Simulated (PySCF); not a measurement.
IrOF: from structure and modes to constants

Computed with PySCF, PBE0, basis Ir def2-TZVP with ECP60, O def2-TZVP, F def2-TZVP (scalar-relativistic core potentials, no spin–orbit coupling, density fitting).

The singlet minimum has C∞v symmetry. Masses (u): Ir 192.96292, O 15.99492, F 18.99840.

```xyz
3
charge 0 multiplicity 1, angstrom
Ir    0.0000    0.0000   -0.0352
O     0.0000    0.0000   -1.6720
F     0.0000    0.0000    1.7643
```

Harmonic wavenumbers (cm⁻¹): 98.2 (π, ×2), 750.3 (σ+, ×1), 1138.7 (σ+, ×1).

Problem. What is the harmonic zero-point energy?

Solution. Half the sum of all 4 wavenumbers, 2085/2 = 1043 cm⁻¹, which is 12.5 kJ/mol (1 cm⁻¹ = 0.0119627 kJ/mol).

Problem. Give the standard entropy (298.15 K, 1 bar) by its translational, rotational, vibrational and spin parts, and Cp.

Solution. Sackur–Tetrode with M = 227.96 u gives 176.6; rotation with symmetry number 1 gives 67.8; vibration 30.5; spin R ln 1 = 0.0. The total is 274.8 J/(mol K), and Cp = 7/2 R + 20.4 = 49.5 J/(mol K).

This need not be the most stable arrangement of these atoms. No spin–orbit coupling is included, which matters more the heavier the element.
